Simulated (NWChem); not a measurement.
Species: BeH2SO; SMILES [OH][Be][SH]

```xyz
5

Be     0.0247    -0.6358    -0.0239
O      0.0209    -2.0569    -0.0532
H      0.0055    -2.7609     0.6069
S      0.0642     1.2760    -0.0046
H     -1.2989     1.3441    -0.0119
```
Atoms are numbered in this order, from 1.

Results from NWChem. All runs use the structure optimised with PBE-D3(BJ)/def2-SVP. Level MN15/def2-SVP: energy and gradient on several grids; changes count from the extra-fine grid, which is no exact limit either.

```csv
grid,size of the energy change (μHa),largest change of a gradient component (μHa/bohr)
xcoarse,9000,5000
coarse,300,600
medium,< 10,80
fine,< 10,< 30
xfine,< 10,< 30
```
